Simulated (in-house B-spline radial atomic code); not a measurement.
**Ti⁴⁺: 1s1 2s2 2p6 3s2 (3p1/2)1 (3p3/2)4 3d2 (with a hole in an inner shell)**

All numbers are computed (Dirac-Hartree-Fock, average of the jj configuration; Fermi nucleus of rms radius 3.5921 fm) with a B-spline radial code for spherical atoms, not measured.

Effective charges: Z_r = [3n² - l(l+1)]/(2<r>) from the radius, Z_e = n√(-2ε) from the energy, and Slater's rules. Values are occupation-weighted means over j.

```
shell  electrons   ε (eV)  <r> (bohr)    Z_r    Z_e  Slater
   1s          1    -5363     0.06895  21.75  19.85   22.00
   2s          2  -696.78      0.3115  19.26  14.31   18.70
   2p          6  -603.81      0.2743  18.23  13.32   18.70
   3s          2  -137.75      0.9354  14.43   9.55   12.10
   3p          5  -108.68      0.9724  12.86   8.48   12.10
   3d          2  -65.789       1.065   9.86   6.60    5.65
```

The least bound orbital is 3d3/2 at -64.76 eV, and it is also the most diffuse (<r> = 1.07 bohr). The part-filled 1s shell lies below the filled 3s shell in orbital energy.

For the 1s electron the small component carries 0.633 % of the norm, the zero-frequency Breit interaction raises the level by 1.413 eV, self-energy by 2.372 eV, and vacuum polarisation lowers it by 0.1843 eV.
